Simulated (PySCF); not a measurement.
C5H8FN2 (charge +1).
Z-matrix (Å and degrees, GFN2-xTB geometry), rows numbered from 1:
```
C 
N   1  1.4341
C   2  1.3371  1  127.77
C   3  1.3896  2  107.27  1  -179.97
F   4  1.3109  3  126.69  2  -179.99
C   4  1.3897  3  106.61  2     0.03
N   6  1.3372  4  107.27  3    -0.02
C   7  1.4342  2  122.74  1    -0.03
H   1  1.0914  2  110.83  3   119.27
H   1  1.0877  2  108.96  3    -0.20
H   1  1.0914  2  110.84  3  -119.68
H   3  1.0726  2  123.30  1    -0.01
H   6  1.0726  4  129.40  3   179.96
H   8  1.0915  7  110.83  2   -60.70
H   8  1.0877  7  109.00  2   179.80
H   8  1.0914  7  110.81  2    60.30
```

Definitions: NICS(0) = −σiso at the ring centroid; NICS(1) = −σiso and NICS(1)zz = −σzz at ±1 Å along the ring normal z. Level: GIAO PBE0/pcSseg-1 (PySCF, non-relativistic, gas phase) on the GFN2-xTB geometry, one conformer.

Ring bond lengths (Å), with Mayer bond orders in brackets: N2–C3 1.337 (1.20), C3–C4 1.390 (1.38), C4–C6 1.390 (1.38), C6–N7 1.337 (1.20), N7–N2 1.339 (1.13).

Task: What do the NICS probes read (ppm)?

Result: 
```json
{"ring": "N2–C3–C4–C6–N7", "type": "5-membered ring with 2 N; formal bonds all aromatic", "NICS(0)": "-16.2", "NICS(1), two faces": "-11.1 / -11.1", "NICS(1)zz, two faces": "-26.7 / -26.7", "rms pucker (Å)": "0.00", "centre to ring atoms, mean (Å)": "1.16"}
```

Task: What do they say, and how far can they be read as aromaticity?

Result: 
- N2–C3–C4–C6–N7: mean NICS(1)zz -26.7 ppm, shielded. The ring is flat and has no four-coordinate atom; by the NICS criterion it is aromatic. NICS(0) lies 5 ppm below the mean NICS(1).

Task: How equal are the bonds by HOMA? HOMA takes Krygowski's 1993 parameters.

Result: 
- N2–C3–C4–C6–N7: HOMA 0.98; the largest term is that of N7–N2, α(R − Ropt)² = 0.12. The geometric and the magnetic index point the same way.

Task: List the ring angles and the Hirshfeld charges of the ring atoms.

Result: 
- N2–C3–C4–C6–N7: N2 109.4° (+0.090 e), C3 107.3° (+0.033 e), C4 106.6° (+0.092 e), C6 107.3° (+0.033 e), N7 109.4° (+0.090 e); sum 540.0° against 540° for a flat convex ring.

Time: 40 s wall (with the writing of density and orbital grids); peak memory 0.79 GiB. Hardware: an Intel Xeon Platinum 8259CL at 2.50 GHz with one thread, shared host with 96 logical CPUs at a one-minute load of 25. This is the whole shielding run at PBE0/pcSseg-1, SCF included.
